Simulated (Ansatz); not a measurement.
Computed with Ansatz on PBE0-D4/def2-TZVP structures; ΔE is electronic, products minus reactants. CCSD(T)/CBS is the MP2 limit (def2-TZVPP, def2-QZVPP) plus CCSD(T) − MP2 in def2-TZVPP, frozen cores. This one scheme is used for every species, atoms too. DFT in def2-TZVPP. B3LYP here is the variant with VWN-RPA as its local correlation; programs differ in this. No spin–orbit coupling; open shells (•) take unrestricted orbitals. Spin–orbit coupling would lower the free atoms: a little for B, C, O. Each species was taken in one conformer, which may not be the lowest.

Reaction (atomization): `CBNCO` → B• + 2 C• + 8 H• + N• + O•

| level | ΔE (kcal/mol) |
| --- | --- |
| PBE-D4 | 1225.2 |
| B3LYP-D4 | 1202.8 |
| PBE0 | 1199.7 |
| B3LYP | 1195.4 |
| SCS-MP2/def2-TZVPP | 1181.5 |
| HF/def2-QZVPP | 876.7 |
| MP2/def2-QZVPP | 1201.5 |
| SCS-MP2/def2-QZVPP | 1201.2 |

(1) What does CCSD(T)/CBS give? (An estimate is asked.)

Largest T1 diagnostic among the species: 0.014.

Answers

(1) The calculation gave: +1196.6 kcal/mol. The listed levels differ from it by 28.6, 6.2, 3.1, -1.2, -15.1, -319.9, 4.9, 4.6 kcal/mol.

From PBE to PBE0 (25 % exact exchange), in def2-TZVPP and without D4, ΔE moves by −20.9 kcal/mol: exact exchange takes away binding that semilocal exchange gives to molecules. The D4 term adds +7.4 kcal/mol with B3LYP and +3.9 kcal/mol with PBE0; it sums over pairs of atoms, weighted by their polarisabilities, and B3LYP, whose exchange is more repulsive, gets the larger term. In def2-TZVPP, CCSD(T) changes the Hartree–Fock value by +291.9 kcal/mol (the triples alone add +16.0 kcal/mol) and MP2 by +308.9 kcal/mol; breaking electron pairs costs correlation energy, which Hartree–Fock lacks.

For atomizations the MP2-based limit and the directly extrapolated one differ by several kJ/mol either way, and by 10 to 25 for some Ge, Se and Sn compounds, so smaller differences from it don't rank the levels.
